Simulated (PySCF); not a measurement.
## Peak assignment

Molfile (atoms numbered from 1):
```
C4H10N2Si2
     RDKit          3D

 18 18  0  0  0  0  0  0  0  0999 V2000
    2.1878   -0.9137    0.7234 Si  0  0  0  0  0  4  0  0  0  0  0  0
    0.9615   -0.8029   -0.7391 C   0  0  0  0  0  0  0  0  0  0  0  0
    0.1513    0.4330   -0.6515 C   0  0  0  0  0  0  0  0  0  0  0  0
    0.4357    1.7030   -1.0603 C   0  0  0  0  0  0  0  0  0  0  0  0
   -0.5850    2.5473   -0.7259 N   0  0  0  0  0  0  0  0  0  0  0  0
   -1.4592    1.8073   -0.1263 C   0  0  0  0  0  0  0  0  0  0  0  0
   -1.0839    0.4915   -0.0364 N   0  0  0  0  0  0  0  0  0  0  0  0
   -2.0271   -0.8096    0.6490 Si  0  0  0  0  0  4  0  0  0  0  0  0
    1.4502   -0.8719    1.9875 H   0  0  0  0  0  0  0  0  0  0  0  0
    2.9099   -2.1836    0.6165 H   0  0  0  0  0  0  0  0  0  0  0  0
    3.1151    0.2132    0.6493 H   0  0  0  0  0  0  0  0  0  0  0  0
    0.3107   -1.6777   -0.7581 H   0  0  0  0  0  0  0  0  0  0  0  0
    1.5218   -0.7901   -1.6751 H   0  0  0  0  0  0  0  0  0  0  0  0
    1.3007    2.0640   -1.5804 H   0  0  0  0  0  0  0  0  0  0  0  0
   -2.3913    2.1578    0.2683 H   0  0  0  0  0  0  0  0  0  0  0  0
   -3.2272   -0.1620    1.1662 H   0  0  0  0  0  0  0  0  0  0  0  0
   -2.3419   -1.7569   -0.4227 H   0  0  0  0  0  0  0  0  0  0  0  0
   -1.2378   -1.4426    1.7038 H   0  0  0  0  0  0  0  0  0  0  0  0
  1  2  1  0
  2  3  1  0
  3  4  2  0
  4  5  1  0
  5  6  2  0
  6  7  1  0
  7  8  1  0
  7  3  1  0
  1  9  1  0
  1 10  1  0
  1 11  1  0
  2 12  1  0
  2 13  1  0
  4 14  1  0
  6 15  1  0
  8 16  1  0
  8 17  1  0
  8 18  1  0
M  END
```

Level of theory: coordinates at the GFN2-xTB level, GIAO PBE0/pcSseg-1 shieldings, in PySCF 2.14 (single conformer, fast rotation and ring inversion assumed for equivalent nuclei, no solvent, no relativistic terms).

δ = σ(ref) − σ, references computed at the same level: 13C and 1H vs TMS.

Problem. Assign these signals to the numbered atoms. 13C{1H} NMR (computed): δ 143.3 (CH), 136.1 (C), 135.3 (CH), 8.9 (CH2).

Solution. 
| δ (ppm) | atoms | environment | reason |
| --- | --- | --- | --- |
| 143.3 | C6 | aromatic CH between two ring heteroatoms | – |
| 136.1 | C3 | substituted aromatic carbon next to a ring nitrogen | – |
| 135.3 | C4 | aromatic CH next to a ring nitrogen | – |
| 8.9 | C2 | sp3 CH2 bonded to Si, on an aromatic ring | an electropositive neighbour leaves it electron-rich and shielded |

C3 and C4 lie closer than the usual error of such a calculation, so a measured spectrum could show them in the other order.

Problem. Assign these signals to the numbered atoms. 1H NMR (300 MHz, computed): δ 7.15 (m, 1H), 7.11 (m, 1H), 5.05 (s, 3H), 3.95 (t, 3H), 2.43 (q, 2H).

Solution. 
| δ (ppm) | atoms | environment | reason |
| --- | --- | --- | --- |
| 7.15 | H14 | hydrogen on an aromatic CH next to a ring nitrogen | the ring current deshields protons in the ring plane |
| 7.11 | H15 | hydrogen on an aromatic CH between two ring heteroatoms | the ring current deshields protons in the ring plane |
| 5.05 | H16/H17/H18 | hydrogen on a silicon bonded to N | – |
| 3.95 | H9/H10/H11 | hydrogen on a silicon bonded to C | – |
| 2.43 | H12/H13 | hydrogen on an sp3 CH2 bonded to Si, on an aromatic ring | benzylic-type position, deshielded by the ring |

H14 and H15 lie closer than the usual error of such a calculation, so a measured spectrum could show them in the other order.

Shifts are as computed. Against solution values, carbons near 30 ppm lie about +3 ppm off and those near 130 ppm about +5 ppm. Of 1211 compounds with measured shifts, 218 miss one by over three times the rms of a fit or turn the order of signals round; such compounds aren't used in these exercises. No couplings were computed; multiplicities are counted from neighbouring protons, with m where these are inequivalent, close in shift, in a saturated or five-membered ring or joined by F or P, and br s for small geminal =CH2 splittings.
